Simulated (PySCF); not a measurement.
From one molecule to another.

First species: C₈H₁₃P.
InChI=1S/C8H13P/c1-8(2,3)9-6-4-5-7-9/h4-7H,1-3H3

Second species: C8H13P.
SMILES: `C=C(C)P1CCC=C1C`

Levels: PBE0/pcSseg-1 for HOMO energy, LUMO energy and HOMO–LUMO gap. Geometries: GFN2-xTB. Each species is one conformer at its optimised geometry, gas phase, non-relativistic unless stated; the electronic structure was computed with PySCF and density fitting.

Dipoles, sizes and rotational constants follow the conformer. The torsions of the flexible species, by atom-mapped SMILES:
- `[CH3:1][C:2]([CH3:3])([CH3:4])[p:5]1[cH:6][cH:7][cH:8][cH:9]1`: C1–C2–P5–C6 -47°

The conformers of `C=C(C)P1CCC=C1C` aren't listed.

Values for the first species:

| Quantity | Value |
| --- | --- |
| HOMO energy | -6.63 eV |
| LUMO energy | -1.26 eV |
| HOMO–LUMO gap | 5.37 eV |

Q: Estimate the same properties for the second species, and the change in each.

A: 
```json
{"property": "HOMO energy", "first": "-6.63 eV", "second": "-6.37 eV", "second less first": "+0.26 eV"}
{"property": "LUMO energy", "first": "-1.26 eV", "second": "0.01 eV", "second less first": "+1.27 eV"}
{"property": "HOMO–LUMO gap", "first": "5.37 eV", "second": "6.38 eV", "second less first": "+1.01 eV"}
```

